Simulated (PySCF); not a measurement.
Molecule: CH₂NO, net charge -1, singlet state. It need not be the lowest isomer of its formula. Whether it binds its extra electron was not tested at this geometry. SMILES: O=C[NH-]
Coordinates optimised at B3LYP-D3(BJ)/def2-TZVP (Ansatz):
```xyz
5

N     -1.1564     0.1056     0.1095
C      0.1433     0.2748    -0.0264
O      1.0392    -0.5968    -0.0759
H     -1.5793     1.0353     0.1097
H      0.5010     1.3515    -0.1099
```
Charge -1, spin multiplicity 1.

Dispersion corrections to the total energy (kcal/mol) from the dftd3 and dftd4 libraries through PySCF: D3(BJ) without and D4 with the three-body term, each with the damping fitted for the functional named.

| functional | D3(BJ) | D4 |
|---|---|---|
| BHLYP | [?] | -1.61 |
| TPSSh | -1.42 | -1.90 |
| r2SCAN | [?] | -0.36 |
| HSE06 | -0.72 | -1.15 |
| BP86 | -1.87 | [?] |
| HF | -13.62 | -6.82 |
| LC-wPBE | -1.10 | -1.70 |

### Question
What belongs in the gaps?

### Answer

- BHLYP, D3(BJ): -1.66
- r2SCAN, D3(BJ): -0.32
- BP86, D4: -1.93
